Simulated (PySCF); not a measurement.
# Zn⁺ (zinc, charge +1) across methods

[Ar] 3d9 4s1 5s1, high-spin 4D determinant (an excited configuration). Calculation: PySCF 2.14, in aug-cc-pVTZ-PP with ECP10MDF; scalar relativity through the core potential.

```json
{"method": "B3LYP", "E (hartree)": "-226.0649", "mean ε 3d β (eV)": "-34.438", "mean ε 4s α (eV)": "-21.735", "mean ε 5s α (eV)": "-6.239", "Σ⟨r²⟩ (bohr²)": "57.87", "⟨S²⟩": "3.750"}
{"method": "r2SCAN", "E (hartree)": "-225.9211", "mean ε 3d β (eV)": "-32.038", "mean ε 4s α (eV)": "-21.032", "mean ε 5s α (eV)": "-6.011", "Σ⟨r²⟩ (bohr²)": "58.32", "⟨S²⟩": "3.751"}
{"method": "PBE0", "E (hartree)": "-225.9894", "mean ε 3d β (eV)": "-34.926", "mean ε 4s α (eV)": "-21.743", "mean ε 5s α (eV)": "-6.368", "Σ⟨r²⟩ (bohr²)": "58.27", "⟨S²⟩": "3.750"}
{"method": "BLYP", "E (hartree)": "-226.0046", "mean ε 3d β (eV)": "-31.693", "mean ε 4s α (eV)": "-20.770", "mean ε 5s α (eV)": "-5.820", "Σ⟨r²⟩ (bohr²)": "57.01", "⟨S²⟩": "3.750"}
{"method": "PBE", "E (hartree)": "-226.0278", "mean ε 3d β (eV)": "-31.685", "mean ε 4s α (eV)": "-20.733", "mean ε 5s α (eV)": "-6.007", "Σ⟨r²⟩ (bohr²)": "56.93", "⟨S²⟩": "3.750"}
{"method": "UHF", "E (hartree)": "-225.02378", "mean ε 3d β (eV)": "-43.578", "mean ε 4s α (eV)": "-24.264", "mean ε 5s α (eV)": "-7.102", "Σ⟨r²⟩ (bohr²)": "62.84", "⟨S²⟩": "3.751"}
{"method": "r2SCANh", "E (hartree)": "-225.9159", "mean ε 3d β (eV)": "-33.292", "mean ε 4s α (eV)": "-21.419", "mean ε 5s α (eV)": "-6.143", "Σ⟨r²⟩ (bohr²)": "58.54", "⟨S²⟩": "3.751"}
{"method": "CAM-B3LYP", "E (hartree)": "-225.9855", "mean ε 3d β (eV)": "-36.462", "mean ε 4s α (eV)": "-23.317", "mean ε 5s α (eV)": "-6.859", "Σ⟨r²⟩ (bohr²)": "58.43", "⟨S²⟩": "3.750"}
```

Task: Estimate the same row for LDA.

Result: E (hartree) = -225.6039; mean ε 3d β (eV) = -31.874; mean ε 4s α (eV) = -21.131; mean ε 5s α (eV) = -6.068; Σ⟨r²⟩ (bohr²) = 56.58; ⟨S²⟩ = 3.750.

Energies and moments cover only the electrons outside the core potential. The outer electron is Rydberg-like, and this basis confines it to a smaller radius and binds it less than a complete one would.
